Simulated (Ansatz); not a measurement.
## Cost against result

Saddle point of SiAsH7S, closed shell (SiH₄S ([SiH3][SH]) + AsH₃ → SiAsH₅ ([SiH3][AsH2]) + H₂S; bonds formed: Si1–As7, S2–H6; bonds broken: Si1–S2, H6–As7), PBE0-D4/def2-TZVP structure:

Si1  (-0.612, 0.645, 0.882)
S2  (1.586, 0.996, -0.020)
H3  (-1.471, 1.604, 0.153)
H4  (-0.147, 1.387, 2.103)
H5  (-1.242, -0.548, 1.518)
H6  (0.781, 0.083, -0.866)
As7  (-0.913, -1.084, -1.218)
H8  (2.053, -0.075, 0.643)
H9  (0.021, -2.188, -0.734)
H10  (-0.057, -0.820, -2.461)
(Å)

Barriers are electronic and count from the start structure reached by relaxing down the imaginary mode.

Program: Ansatz 0.2.0. Basis: as named in each row. Cores are frozen in the correlated methods. Filled d shells of the heavier atoms are correlated. The def2 sets are not built for correlating such inner shells, so the correlated values are less sure here. B3LYP uses VWN-RPA correlation. Extrapolation: Hartree–Fock as exp(−7.88 √X), correlation as X^−2.97.

Times are rough, for one single point on 4 threads of a shared host (Arm Neoverse V2).

The estimate by CCSD(T) at an estimated basis limit (MP2 extrapolated from triple and quadruple zeta, plus CCSD(T) − MP2 in triple zeta) is 241.5 kJ/mol.

```json
{"method": "HF", "basis": "STO-3G", "time (s)": "under 1", "barrier (kJ/mol)": "453.5", "method less estimate": "212.0"}
{"method": "PBE-D4", "basis": "STO-3G", "time (s)": "under 1", "barrier (kJ/mol)": "259.6", "method less estimate": "18.2"}
{"method": "SPW92", "basis": "def2-SVP", "time (s)": "under 1", "barrier (kJ/mol)": "169.8", "method less estimate": "-71.7"}
{"method": "B3LYP-D4", "basis": "6-31G", "time (s)": "under 1", "barrier (kJ/mol)": "253.5", "method less estimate": "12.0"}
{"method": "PBE-D4", "basis": "def2-SVP", "time (s)": "under 1", "barrier (kJ/mol)": "196.5", "method less estimate": "-45.0"}
{"method": "PBE0-D4", "basis": "def2-SVP", "time (s)": "1", "barrier (kJ/mol)": "222.7", "method less estimate": "-18.8"}
{"method": "SPW92", "basis": "def2-TZVPP", "time (s)": "1", "barrier (kJ/mol)": "166.6", "method less estimate": "-74.9"}
{"method": "PBE-D4", "basis": "def2-TZVPP", "time (s)": "2", "barrier (kJ/mol)": "190.9", "method less estimate": "-50.5"}
{"method": "BLYP-D4", "basis": "def2-TZVPP", "time (s)": "2", "barrier (kJ/mol)": "213.7", "method less estimate": "-27.7"}
{"method": "B3LYP-D4", "basis": "def2-TZVPP", "time (s)": "2", "barrier (kJ/mol)": "232.8", "method less estimate": "-8.6"}
{"method": "BHLYP-D4", "basis": "def2-TZVPP", "time (s)": "2", "barrier (kJ/mol)": "262.4", "method less estimate": "21.0"}
{"method": "PBE0-D4", "basis": "def2-TZVPP", "time (s)": "3", "barrier (kJ/mol)": "215.5", "method less estimate": "-26.0"}
{"method": "CAM-B3LYP-D4", "basis": "def2-TZVPP", "time (s)": "3", "barrier (kJ/mol)": "251.7", "method less estimate": "10.2"}
{"method": "CCSD(T)", "basis": "def2-SVP", "time (s)": "3", "barrier (kJ/mol)": "270.3", "method less estimate": "28.8"}
{"method": "r2SCAN-D4", "basis": "def2-TZVPP", "time (s)": "4", "barrier (kJ/mol)": "214.2", "method less estimate": "-27.3"}
{"method": "RPA on PBE", "basis": "def2-TZVPP", "time (s)": "4", "barrier (kJ/mol)": "247.0", "method less estimate": "5.5"}
{"method": "r2SCAN0-D4", "basis": "def2-TZVPP", "time (s)": "4", "barrier (kJ/mol)": "229.0", "method less estimate": "-12.5"}
{"method": "PBE-QIDH", "basis": "def2-TZVPP", "time (s)": "4", "barrier (kJ/mol)": "236.5", "method less estimate": "-4.9"}
{"method": "B2PLYP", "basis": "def2-TZVPP", "time (s)": "5", "barrier (kJ/mol)": "244.0", "method less estimate": "2.5"}
{"method": "wB97M-V", "basis": "def2-SVP", "time (s)": "5", "barrier (kJ/mol)": "247.7", "method less estimate": "6.2"}
{"method": "wB97X-V", "basis": "def2-TZVPP", "time (s)": "6", "barrier (kJ/mol)": "253.4", "method less estimate": "12.0"}
{"method": "B97M-V", "basis": "def2-TZVPP", "time (s)": "8", "barrier (kJ/mol)": "240.3", "method less estimate": "-1.1"}
{"method": "wB97M-V", "basis": "def2-TZVPP", "time (s)": "8", "barrier (kJ/mol)": "242.9", "method less estimate": "1.5"}
{"method": "MP2", "basis": "def2-QZVPP", "time (s)": "17", "barrier (kJ/mol)": "236.0", "method less estimate": "-5.5"}
{"method": "CCSD(T)", "basis": "def2-TZVPP", "time (s)": "86", "barrier (kJ/mol)": "248.2", "method less estimate": "6.7"}
```

All methods are single points on the PBE0-D4 structures.

The T1 diagnostic stays at or below 0.013.

Labels in which every atom is bracketed show which atoms are joined, not bond orders.
